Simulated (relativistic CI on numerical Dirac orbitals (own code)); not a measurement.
Calculated at this level of theory: Dirac-Coulomb-Breit CI, separate exchange-only KLI orbitals for each configuration, model QED (radiative potential, 1s self-energy scaled to tabulated hydrogen-like ionisation energies), unscaled Slater integrals (own radial code, finite nucleus).

Configurations in the expansion (outside the closed core [Ne]): 3s2.3p3, 3s.3p4, 3s2.3p2.3d, 3p5, 3s.3p3.3d, 3p4.3d, 3s.3p2.3d2, 3s2.3p.3d.4p, 3p4.4s, 3s.3p2.3d.4s, 3p4.4p, 3s2.3p2.4s, 3s2.3p2.4p, 3p3.3d.4p, 3s2.3p2.4d, 3s.3p3.4s, 3s2.3p2.4f, 3s.3p3.4p, 3s.3p3.4d, 3s.3p3.4f, 3s2.3p2.5s, 3s2.3p2.5p, 3s2.3p.4s.4p, 3s2.3p2.5d, 3s2.3p2.5f, 3s2.3p2.5g, 3s.3p2.4s2, 3s.3p3.5s, 3s2.3p.3d2, 3s2.3d3, 3s.3p.3d3, 3s2.3d2.4s, 3s2.3d2.4p, 3s2.3d2.4d, 3p3.3d2, 3p2.3d3, 3p2.3d2.4s, 3p2.3d2.4p, 3p2.3d2.4d, 3s2.3p.3d.4s, 3s.3p.3d2.4s, 3s2.3d.4s2, 3s2.3d.4s.4p, 3s2.3d.4s.4d, 3s.3p2.3d.4p, 3s.3p.3d2.4p, 3s.3p.3d.4s.4p, 3s.3p.3d.4p2, 3s.3p.3d.4p.4d, 3p3.3d.4s, 3p2.3d.4s2, 3p2.3d.4s.4p, 3p2.3d.4s.4d, 3s2.3p.4s2, 3s.3p.3d.4s2, 3s2.4s2.4p, 3s2.4s2.4d, 3s2.3p.4p2, 3s2.3d.4p2, 3s2.4s.4p2, 3s2.4p3, 3s2.4p2.4d, 3s.3p2.4s.4p, 3s.3p.4s2.4p, 3s.3p.4s.4p2, 3s.3p.4s.4p.4d. Double excitations out of closed p, d and f shells are left out; levels of such configurations are missing from the list, as are those of other unlisted configurations, and high levels can miss mixing partners. These lack a partner that the ground configuration has and come out too high: 3s2.3p2.4f, 3s.3p3.4d, 3s.3p3.4f, 3s2.3p2.5s, 3s2.3p2.5p.

At this charge energies of transitions that change n are usually good to better than 1 %, and those within a shell (Δn = 0) to a few per cent.

Outline of the computed level scheme of La XLIII. Lowest level of each configuration: 3s2.3p3 2P°_3/2 at 0.000 eV; 3s2.3p2.3d 4F_3/2 at 163.584 eV; 3s.3p4 4P_5/2 at 213.653 eV; 3s.3p3.3d 6D°_5/2 at 368.717 eV.

Some strong electric-dipole decays among the lowest 45 levels: 3s2.3p2.3d 2D_3/2 → 3s2.3p3 2P°_3/2 (1.1e+12 s⁻¹); 3s2.3p2.3d 2P_1/2 → 3s2.3p3 2P°_3/2 (7.9e+11 s⁻¹); 3s2.3p2.3d 2P_1/2 → 3s2.3p3 4S°_3/2 (7.7e+11 s⁻¹); 3s2.3p2.3d 2D_3/2 → 3s2.3p3 2P°_1/2 (6.0e+11 s⁻¹); 3s2.3p2.3d 2D_3/2 → 3s2.3p3 4S°_3/2 (5.3e+11 s⁻¹); 3s2.3p2.3d 2D_5/2 → 3s2.3p3 2D°_5/2 (4.5e+11 s⁻¹); 3s.3p4 2P_3/2 → 3s2.3p3 2D°_5/2 (3.9e+11 s⁻¹); 3s.3p4 2P_1/2 → 3s2.3p3 2P°_1/2 (3.8e+11 s⁻¹).

LS names give the leading component of a level, which can be under half, so a name can repeat, a term be missing and a line seem to break the LS rules.
